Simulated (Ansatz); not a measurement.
Start from `CC(F)[SiH2][CH2][InH2]` and change one atom or group to get `CC(F)[SiH2][SiH3]`.

Ansatz, PBE0-D4/def2-TZVP geometries, multiplicity 1. Each molecule was computed in one conformer, which needn't be the lowest.

Elements past krypton have def2 core potentials.

| property | `CC(F)[SiH2][CH2][InH2]` |
| --- | --- |
| HOMO energy (PBE/def2-TZVPP) / eV | -6.20 |
| HOMO energy (PBE0/def2-TZVPP) / eV | -7.31 |
| HOMO energy (ωB97M-V/def2-TZVPP) / eV | -9.45 |
| size of the dipole moment (B3LYP/def2-TZVPP) / D | 2.19 |
| size of the dipole moment (PBE/def2-TZVPP) / D | 2.09 |
| HOMO–LUMO gap (B3LYP/def2-TZVPP) / eV | 6.08 |

**Question.** Give the same properties after the change, and the shifts. (Best estimate.)

**Answer.** The calculation gave: 
```csv
property,`CC(F)[SiH2][SiH3]`,shift
HOMO energy (PBE/def2-TZVPP) / eV,-6.81,-0.61
HOMO energy (PBE0/def2-TZVPP) / eV,-8.09,-0.78
HOMO energy (ωB97M-V/def2-TZVPP) / eV,-10.18,-0.73
size of the dipole moment (B3LYP/def2-TZVPP) / D,1.64,-0.55
size of the dipole moment (PBE/def2-TZVPP) / D,1.54,-0.55
HOMO–LUMO gap (B3LYP/def2-TZVPP) / eV,7.75,1.67
```

With PBE0 the HOMO falls by 0.78 eV and the LUMO rises by 0.80 eV, so the gap widens by about 1.58 eV. PBE moves the HOMO by -0.61 eV and ωB97M-V by -0.73 eV. Dipoles are sizes alone; their direction can turn.

B3LYP here is the variant with VWN-RPA as its local correlation; programs differ in this.
